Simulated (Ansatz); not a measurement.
C2H5ClSi2, SMILES `[SiH3]C#C[SiH2]Cl`, relaxed with RKS PBE0-D4/def2-TZVP in the Gaussian-basis code of Ansatz from a PBE-D4/def2-SVP geometry. The force threshold is 0.005 eV/Å; the program also tests the step.

Total charge 0; spin multiplicity 1.

Start:

```xyz
10

Si    0.006   -2.112    1.294
C     0.032   -0.570    0.289
C     0.049    0.474   -0.375
Si    0.026    2.014   -1.365
Cl   -0.486    3.621   -0.146
H     1.389   -2.694    1.354
H    -0.466   -1.785    2.682
H    -0.931   -3.102    0.662
H    -1.001    1.891   -2.449
H     1.384    2.263   -1.946
```

```tsv
step	energy (eV)	largest force (eV/Å)	largest move (Å)
1	-30421.5006	1.625	0.000
2	-30421.5564	0.092	0.051
3	-30421.5585	0.067	0.017
4	-30421.5587	0.024	0.003
5	-30421.5589	0.004	0.018
6	-30421.5589	0.004	0.005
```

End:

```xyz
10

Si    0.008   -2.093    1.284
C     0.018   -0.558    0.291
C     0.018    0.466   -0.362
Si    0.022    1.989   -1.352
Cl   -0.470    3.582   -0.161
H     1.382   -2.649    1.326
H    -0.453   -1.773    2.656
H    -0.913   -3.068    0.652
H    -0.985    1.884   -2.430
H     1.374    2.220   -1.904
```

It took 44 s on 2 threads of a server CPU on a shared host, with 0.62 GiB of host memory at the peak.
